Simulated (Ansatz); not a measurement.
Relaxation of H6O2Si2 (10 atoms, charge 0, multiplicity 1), to a largest force component of 0.02 eV/Å in at most 40 steps.

Theory: RHF/6-31G in Ansatz.

```xyz
10
Properties=species:S:1:pos:R:3
Si 0.000 0.000 0.000
H 0.000 0.000 1.460
O 1.584 0.000 -0.559
H 1.901 -0.952 -0.676
O -0.791 1.371 -0.559
H -1.749 1.140 -0.782
Si -1.046 -1.812 -0.739
H -1.703 -2.485 0.377
H -2.045 -1.427 -1.731
H -0.078 -2.717 -1.351
```

**Question.** Where does it end, and by what steps?

**Answer.** It converged. Limits of this set-up: no polarisation functions. After 24 steps the energy has fallen by 1.221 eV; H4 moved furthest, 1.38 Å.

| step | energy less start (eV) | largest force component (eV/Å) | accepted |
| --- | --- | --- | --- |
| 0 | 0.0000 | 3.598 | yes |
| 1 | -0.6521 | 1.836 | yes |
| 2 | -0.7981 | 0.628 | yes |
| 3 | -0.8407 | 0.827 | yes |
| 4 | -1.0009 | 0.307 | yes |
| 5 | -1.0482 | 0.518 | yes |
| 6 | -1.0784 | 0.150 | yes |
| 7 | -1.0945 | 0.101 | yes |
| 8 | -1.1042 | 0.056 | yes |
| 9 | -1.1044 | 0.283 | yes |
| 10 | -1.1104 | 0.181 | yes |
| 11 | -1.1162 | 0.091 | yes |
| 12 | -1.1107 | 0.690 | no |
| 13 | -1.1139 | 0.298 | no |
| 14 | -1.1185 | 0.064 | yes |
| 15 | -1.1214 | 0.330 | yes |
| 16 | -1.1236 | 0.349 | yes |
| 17 | -1.1254 | 0.935 | yes |
| 18 | -1.1596 | 0.452 | yes |
| 19 | -1.1768 | 0.496 | yes |
| 20 | -1.2159 | 0.212 | yes |
| 21 | -1.2178 | 0.278 | yes |
| 22 | -1.2198 | 0.161 | yes |
| 23 | -1.2205 | 0.089 | yes |
| 24 | -1.2208 | 0.007 | yes |

```xyz
10
Properties=species:S:1:pos:R:3
Si -0.038 -0.172 0.040
H 0.274 -0.108 1.490
O 1.483 0.021 -0.696
H 1.740 0.053 -1.605
O -1.097 1.089 -0.390
H -1.048 2.021 -0.236
Si -1.137 -2.128 -0.676
H -2.456 -2.250 0.008
H -1.341 -2.085 -2.153
H -0.307 -3.323 -0.343
```

The run took 32 s on 1 thread of Arm Neoverse V1, with other jobs on the host, peak memory 0.1 GiB.
